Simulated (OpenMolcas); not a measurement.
Ru+.

```
Program             : OpenMolcas
Basis               : ANO-RCC-VDZP [6s5p3d1f]
Scalar Hamiltonian  : DKH2, point nucleus
Active space        : 7 electrons in 5 orbitals (4d)
State averaging     : 2S+1 = 4 even, 10 roots; 2S+1 = 2 even, 40 roots
Spin-orbit coupling : RASSI with atomic mean-field integrals over the reference wave functions, term energies averaged over their components
```

Two sets of levels on these reference wave functions, in cm⁻¹ above 4d⁷ ⁴F_9/2: one from CASSCF and one from MS-CASPT2, IPEA 0.25 Eh, imaginary shift 0.1 Eh (closed shells correlated: 4s 4p).

| Level | Set 1 | Set 2 |
| --- | --- | --- |
| 4d⁷ ⁴F_9/2 | 0.0 | 0.0 |
| 4d⁷ ⁴F_7/2 | 1558 | 1544 |
| 4d⁷ ⁴F_5/2 | 2580 | 2590 |
| 4d⁷ ⁴F_3/2 | 3240 | 3270 |
| 4d⁷ ⁴P_5/2 | 10840 | 12880 |
| 4d⁷ ⁴P_3/2 | 10780 | 13010 |
| 4d⁷ ²G_9/2 | 11900 | 13250 |
| 4d⁷ ⁴P_1/2 | 11880 | 13980 |
| 4d⁷ ²G_7/2 | 13390 | 14790 |
| 4d⁷ ²P_3/2 [55 %] | 14510 | 17380 |
| 4d⁷ ²H_11/2 | 16440 | 17560 |
| 4d⁷ ²P_1/2 | 15930 | 18970 |
| 4d⁷ ²H_9/2 | 17900 | 19040 |
| 4d⁷ ²D_5/2(1) | 16210 | 19160 |
| 4d⁷ ²D_3/2(1) [73 %] | 18820 | 21720 |
| 4d⁷ ²F_5/2 | 25660 | 29470 |

Question: Which set is which?

Answer: Set 1 is MS-CASPT2. Its levels of the other terms of 4d⁷ lie at 0.83 to 0.94 of the other set's values, as expected, since terms of lower spin or lower L gain more correlation energy than the Hund ground term. Against 6 measured levels (NIST Handbook of Basic Atomic Spectroscopic Data) the mean absolute deviation is 1300 cm-1 with it and 2300 cm-1 without; single levels miss by up to 2600 cm-1 with it.

CASPT2 breaks the degeneracy within a term, and the mean is taken; among the terms shown or strongly mixed into the levels shown the widest spread is 670 cm-1 (4d⁷ ⁴F, MS-CASPT2). Configurations with an s electron lie low at this charge and mix in, so terms can be misplaced. Without dynamic correlation excited terms often stand tens of per cent too high (terms of higher spin than the ground term too low), and those without a measured partner can miss by more than the paired ones (holds for CASSCF). The CASPT2 spread within a term exceeds the gap to the next term for 4d⁷ ²D(1) and 4d⁷ ²H, so the order of their levels is uncertain (holds for MS-CASPT2). Some terms miss by over 15 % even with CASPT2, which points to a basis or an active space too small for the shells correlated (holds for MS-CASPT2). Measured partners are found by configuration, term and J. A level has none where our copy of the source lacks it or the pairing is in doubt (some pairs that miss far off the trend of their configuration count as doubtful), and it then counts in no deviation. Levels of configurations outside the active space are missing. Levels that lie high or do not pair safely by name in every column are left out.

A share in square brackets marks a mixed level and gives the weight of the term that names it, the lowest over the columns. A number in round brackets counts repeated terms of one configuration in the order of the reference energies.
